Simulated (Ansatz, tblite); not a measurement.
Forces on the cluster ZnO2⁻ at its PBE0-D4/def2-TZVPD geometry. Charge -1, multiplicity 2.

The xTB rows come from tblite. The structure comes from a short search, and lower isomers may exist.

GFN1-xTB (tblite), largest force 0.13 eV/Å:

```xyz
3
positions Å, forces eV/Å
Zn    0.000    0.000    0.000    0.000    0.000    0.000
O    -0.080    0.139   -1.732    0.006   -0.011    0.133
O     0.080   -0.139    1.732   -0.006    0.011   -0.133
```

GFN2-xTB (tblite), largest force 0.39 eV/Å:

```
Zn 0.000 0.000 0.000
O 0.018 -0.031 0.387
O -0.018 0.031 -0.387
```

PBE0-D4/def2-TZVPD (Ansatz), largest force 0.00 eV/Å:

```
Zn 0.000 0.000 0.000
O 0.000 0.000 -0.002
O 0.000 0.000 0.002
```
